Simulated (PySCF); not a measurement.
Species: C7H9N.
Cartesian coordinates in Å at the PBE0-D3(BJ)/def2-TZVP level; atoms count from 1:
```
atom  x, y, z in Å
C1    -1.8670   -0.8917   -0.4955
C2    -0.4677   -0.4965   -0.1439
C3     0.5484   -1.4379   -0.0559
C4     1.8477   -1.0882    0.2798
C5     2.1388    0.2429    0.5350
C6     1.1450    1.2018    0.4508
C7    -0.1609    0.8492    0.1115
N8    -1.1623    1.8087    0.0839
H9    -2.5793   -0.5674    0.2702
H10   -1.9521   -1.9739   -0.5963
H11   -2.1902   -0.4499   -1.4462
H12    0.3071   -2.4772   -0.2558
H13    2.6203   -1.8449    0.3420
H14    3.1469    0.5410    0.7999
H15    1.3762    2.2432    0.6526
H16   -1.9461    1.6052   -0.5138
H17   -0.8413    2.7575   -0.0157
```

All values: wB97X-D/pcSseg-2 (PySCF, non-relativistic), on one gas-phase PBE0-D3(BJ)/def2-TZVP geometry that isn't relaxed in the solvent. The solvent is an IEF-PCM continuum (Bondi radii, 1.10 Å for H, scaled by 1.2). Only the electrostatic response of the medium enters.

Gas phase at wB97X-D/pcSseg-2: HOMO -7.59 eV, LUMO 1.77 eV, dipole 1.69 D.

Q: What does the continuum do to the energy, the frontier levels and the dipole at wB97X-D/pcSseg-2 in chloroform?

A: 
```
   solvent      ε  E(solvent) − E(gas) (kcal/mol)  polarisation term (kcal/mol)  distortion of the solute (kcal/mol)  HOMO (eV)  LUMO (eV)  dipole (D)
chloroform  4.711                           -4.26                         -4.73                                 0.47      -7.61       1.72        2.17
```

The first energy column is the sum of the next two and covers electrostatics alone.

Q: Which radius a makes the point-dipole formula ΔE = −[(ε − 1)/(2ε + 1)]·μ²/a³ give the value in chloroform, with the gas-phase dipole?

A: μ = 0.663 au and |ΔE| = 0.00680 Eh give a = 1.51 Å; the farthest nucleus lies 3.29 Å from the centroid of the nuclei, so such a sphere wouldn't even hold the nuclei. The formula assumes a rigid point dipole at the centre of a sphere.

Q: Give the dipole vector in the frame of the coordinates (D, pointing from negative to positive charge), gas and chloroform.

A: Gas (-0.97, 0.93, -1.01), solvent (-1.29, 1.19, -1.27). Its length changes by +29 % and its direction by 1°.

wB97X-D is run here without its empirical dispersion term; that term would change no orbital, density or response property at a fixed geometry.
